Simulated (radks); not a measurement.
Task: Coherent X-ray form factor from a spherical all-electron density. Method: non-relativistic Kohn-Sham, BP86, spin-polarised, spherical densities, point nucleus; computed with a radial shooting solver on a logarithmic mesh with Libxc functionals.

sin(theta)/lambda (1/angstrom)  f0 (electrons)
0.05                                    12.452
0.1                                     11.259
0.15                                    10.083
0.2                                      9.164
0.25                                     8.453
0.3                                      7.850
0.4                                      6.738
0.5                                      5.668
0.6                                      4.696
0.8                                      3.218
1                                        2.335
1.25                                     1.763
1.5                                      1.482
2                                        1.192

The species is in the configuration that NIST lists as its ground one. Which atom or ion scatters so?

Result: Neutral aluminium, [Ne] 3s2 3p1. Extrapolating in s^2 from the first two rows gives f0(0) = 12.8, near the electron count 13; among species with that count, the fall with angle is slower the higher Z, and the table is that of Z = 13; from so few rows the species is fixed only to a neighbour or two.
